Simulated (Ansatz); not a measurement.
BH7O3Si2 (`OB(O[SiH3])O[SiH3]`), relaxed with RKS PBE0-D4/def2-TZVP in Ansatz 0.2.0 from a GFN2-xTB geometry. The force threshold is 0.005 eV/Å; the program also tests the step.

Charge 0, multiplicity 1.

Start:

```xyz
13

O     0.202    2.128    1.546
B     0.092    1.030    0.758
O    -1.132    0.642    0.394
Si   -2.112   -0.342   -0.421
O     1.213    0.375    0.377
Si    1.810   -0.863   -0.472
H     1.101    2.361    1.779
H    -2.586    0.435   -1.567
H    -1.421   -1.555   -0.874
H    -3.162   -0.662    0.543
H     3.246   -0.677   -0.278
H     1.415   -0.744   -1.877
H     1.335   -2.128    0.094
```

Q: How much energy does the relaxation release, and in how many steps? (Best estimate.)

A: The calculation gave: 3.55 kcal/mol, in 23 steps, 1 of them rejected.

Q: Which bonds change most? (Estimate.)

A: The calculation gave: O5–Si6 from 1.616 to 1.643 Å; O3–Si4 from 1.610 to 1.636 Å; B2–O3 from 1.334 to 1.359 Å; Si6–H12 from 1.464 to 1.487 Å.

Q: Give the relaxed structure. (Best estimate.)

A: The calculation gave: 
```xyz
13

O     0.213    2.119    1.716
B     0.111    1.075    0.849
O    -1.112    0.832    0.310
Si   -1.998   -0.322   -0.440
O     1.227    0.332    0.560
Si    1.700   -0.812   -0.519
H     1.111    2.230    2.034
H    -2.089   -0.020   -1.889
H    -1.372   -1.659   -0.253
H    -3.354   -0.327    0.158
H     3.114   -0.538   -0.872
H     0.861   -0.749   -1.746
H     1.587   -2.160    0.091
```
